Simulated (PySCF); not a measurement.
**Dipole moment and polarisability of `C/C=C/S[SiH2]O[SiH3]`**

C3H10OSSi2.
SMILES with atom numbers: `[CH3:1]/[CH:2]=[CH:3]/[S:4][SiH2:5][O:6][SiH3:7]` (hydrogens: H8, H9, H10 on C1; H11 on C2; H12 on C3; H13, H14 on Si5; H15, H16, H17 on Si7)

Geometry (GFN2-xTB, Å), atoms numbered from 1 in this order:
```xyz
17
C3H10OSSi2 angstrom
C     -2.5489    0.2763    0.8232
C     -1.3658    0.2120   -0.0861
C     -1.2078    1.0064   -1.1328
S      0.1315    1.0423   -2.2720
Si     1.5406   -0.4394   -1.6114
O      2.0305   -0.1527   -0.1042
Si     2.2013    0.5417    1.3584
H     -3.2710    1.0099    0.4733
H     -2.2332    0.5466    1.8314
H     -3.0341   -0.6979    0.8788
H     -0.6224   -0.5311    0.1647
H     -1.9436    1.7526   -1.3926
H      0.9194   -1.7547   -1.6040
H      2.6612   -0.2536   -2.5119
H      2.0318   -0.5654    2.2963
H      1.1601    1.5551    1.5146
H      3.5433    1.1134    1.3644
```

Level: CAM-B3LYP/def2-SVPD (PySCF), static field, nuclei fixed, core orbitals frozen in the response. The polarisability tensor in these axes (au):

```
x   119.59  -4.17 -10.31
y    -4.17  95.64  -6.46
z   -10.31  -6.46 116.24
```

Q: What are the eigenvalues, a third of the trace, and Δα (Δα² = ½Σ(αi − αj)² over the three pairs)?

A: Principal values 91.89, 111.19 and 128.40 au; mean 110.49 au = 16.37 Å³ = 18.22 × 10⁻⁴⁰ C²·m²/J; Δα = 31.64 au (29 % of the mean).

Q: What is the dipole moment, and where does it point?

A: (-0.37, -0.48, 1.56) D, 1.67 D in size, pointing from the negative to the positive side. Measured along this direction, the outermost atoms are H14 at the negative end and H9 at the positive end.

Q: What are the principal values of the traceless quadrupole moment, Θ = ½Σq(3rr − r²1), about the centre of nuclear charge?

A: -4.34, -1.53, 5.87 D·Å. The values depend on the origin, since the dipole doesn't vanish. The electronic extent ⟨r²⟩ about the same centre is 1662 bohr², a root-mean-square distance of 2.41 Å for the 80 electrons.

Q: Form Σ f/ω² (atomic units) for the 8 lowest TDDFT singlets, given as eV and f, and set it beside the mean polarisability, which is this sum over all singlets: 5.40, 0.0830; 5.80, 0.0841; 6.19, 0.0144; 6.22, 0.0441; 6.59, 0.0227; 6.77, 0.0100; 7.02, 0.0055; 7.10, 0.0079.

A: They add up to 5.83 au, 5.3 % of the 110.49 au; the largest single term is 2.11 au, from the state at 5.40 eV. Terms in order: 2.11, 1.85, 0.28, 0.84, 0.39, 0.16, 0.08, 0.12 au. Higher excitations give the rest. The strengths listed sum to 0.272.

Q: Find the Langevin capture rate constant for NO+ (29.998 u) meeting this molecule (149.999 u), k = 2.342 × 10⁻⁹ cm³/s × √(α in Å³ / reduced mass in u).

A: The reduced mass is 25.00 u, so k = 1.90 × 10⁻⁹ cm³/s. The formula leaves out the permanent dipole, which adds to the capture rate.

Geometry: GFN2-xTB, one conformer, isolated molecule. GFN2-xTB frequencies show an imaginary mode (28i cm⁻¹), so this geometry is no minimum at that level.
